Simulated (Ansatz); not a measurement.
Input and output for `ClC(Cl)Br`.

```yaml
crystal:
  periodic: [false, false, false]
  atoms:
    - {symbol: Cl, position_ang: [-0.535712, 0.139473, 1.640248]}
    - {symbol: C, position_ang: [0.089976, 0.071280, 0.003292]}
    - {symbol: Cl, position_ang: [1.224899, -1.250617, -0.197445]}
    - {symbol: Br, position_ang: [-1.343128, -0.032759, -1.291003]}
    - {symbol: H, position_ang: [0.613967, 0.998923, -0.196392]}
basis:
  gaussian: {orbitals: x2c-TZVPPall}
magnetization: {spin_polarized: true, initial_magnetization: 2}
hamiltonian: {xc: {name: B3LYP5}}
```

```sh
$ ansatz run in.yaml --threads 4 --pin off --events-out ev --progress --plain --max-ram 10444MiB
```

It prints (some lines left out):

```
Functional definition: B3LYP5
1247 factors; their error is unknown
mean field evaluation 1: about -97083.4110 eV, gradient 2.4e1 eV
mean field evaluation 2: about -97078.5150 eV, gradient 3.8e1 eV
mean field evaluation 4: about -97085.7117 eV, gradient 5.7e0 eV
mean field evaluation 8: about -97085.9157 eV, gradient 1.2e-1 eV
mean field evaluation 16: about -97086.1713 eV, gradient 2.0e-3 eV
mean field -97086.17128910 eV, -3567.8509875038 hartree, gradient 1.1e-5 eV, S^2 2.004952; 7 other end points of the search recorded, 0 dependent functions left out
reference -97086.17151403 eV, -3567.8509957701 hartree; 39, 37 occupied and 138, 140 virtual orbitals, 1247 factors
Total energy: -97086.17151403 eV, -3567.8509957701 hartree
Relativity: scalar
```

Run time 21 s (4 threads of an Arm Neoverse V1 on a shared host); peak host memory 1 GiB.
